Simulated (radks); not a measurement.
Species: Mo III. Configuration: [Kr] 4d3 5s1 (not the ground configuration). All-electron calculation, Dirac Kohn-Sham, PBE, spin-unpolarised, spherical densities, point nucleus; open shells fill j = l - 1/2 first. Program: a radial shooting solver on a logarithmic mesh with Libxc functionals.

Radial electron density D(r) = 4 pi r^2 rho(r):

| r (bohr) | D(r) (e/bohr) |
|---|---|
| 0.002115 | 3.165 |
| 0.002443 | 4.050 |
| 0.002798 | 5.092 |
| 0.003232 | 6.458 |
| 0.003732 | 8.145 |
| 0.00431 | 10.21 |
| 0.004938 | 12.54 |
| 0.005703 | 15.47 |
| 0.006587 | 18.90 |
| 0.007546 | 22.59 |
| 0.008715 | 26.95 |
| 0.01006 | 31.67 |
| 0.01162 | 36.59 |
| 0.01332 | 41.20 |
| 0.01538 | 45.73 |
| 0.01776 | 49.53 |
| 0.02051 | 52.21 |
| 0.0235 | 53.44 |
| 0.02714 | 53.24 |
| 0.03134 | 51.64 |
| 0.0362 | 49.16 |
| 0.04147 | 46.80 |
| 0.0479 | 45.31 |
| 0.05531 | 45.85 |
| 0.06337 | 48.68 |
| 0.07319 | 53.79 |
| 0.08452 | 59.72 |
| 0.09761 | 64.34 |
| 0.1118 | 65.56 |
| 0.1292 | 62.47 |
| 0.1492 | 55.60 |
| 0.1723 | 47.62 |
| 0.1974 | 42.19 |
| 0.2279 | 40.96 |
| 0.2632 | 44.11 |
| 0.3016 | 48.31 |
| 0.3483 | 50.03 |
| 0.4022 | 46.24 |
| 0.4645 | 37.36 |
| 0.5322 | 27.17 |
| 0.6146 | 18.10 |
| 0.7098 | 12.96 |
| 0.8198 | 11.40 |
| 0.9392 | 11.44 |
| 1.085 | 11.14 |
| 1.253 | 9.634 |
| 1.447 | 7.279 |
| 1.657 | 5.020 |
| 1.914 | 3.156 |
| 2.211 | 1.950 |
| 2.533 | 1.258 |
| 2.925 | 0.7874 |
| 3.378 | 0.4603 |
| 3.901 | 0.2358 |
| 4.469 | 0.1062 |
| 5.162 | 0.03660 |
| 5.961 | 0.009595 |
| 6.885 | 0.001832 |
| 7.887 | 0.0002764 |

D(r) has 4 maxima, at r = 0.0249, 0.109, 0.340, 0.970 bohr, and minima at 0.0499, 0.219, 0.853 bohr, inside which lie 2.06, 11.07, 29.40 electrons.
